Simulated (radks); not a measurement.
Q: These are the eigenvalues of the occupied orbitals of an atom or ion with whole-number occupations (eV). All-electron calculation, scalar-relativistic Kohn-Sham, LDA (Slater exchange, Perdew-Zunger correlation), spin-polarised, spherical densities, point nucleus. Program: a radial shooting solver on a logarithmic mesh with Libxc functionals.

1s up: -90617.90
1s down: -90617.86
2s up: -16282.60
2s down: -16282.59
2p up: -13930.85
2p down: -13930.82
3s up: -3929.921
3s down: -3929.899
3p up: -3258.297
3p down: -3258.272
3d up: -2583.485
3d down: -2583.463
4s up: -901.0993
4s down: -901.0637
4p up: -681.0408
4p down: -681.0020
4d up: -429.7143
4d down: -429.6714
5s up: -157.8715
5s down: -157.7745
4f up: -152.7672
4f down: -152.7195
5p up: -95.8121
5p down: -95.6990
5d up: -27.1379
5d down: -26.8301
6s up: -15.1564
6s down: -13.9040
6p up: -5.2491

Which element is it, and in what charge state? The configuration may be excited. Open shells, if any, are filled with parallel spins first.

A: Z = 83, bismuth, charge 0: Bi in [Hg] 6p3. The list shows which subshells hold electrons but not how many an open one holds; the 1s level, -3330.1 hartree, gives Z - s = 81.6 by -(Z - s)^2/2, which with screening and relativity narrows Z to a few neighbours, and the depths of the outer levels then fix element, charge and occupations together.
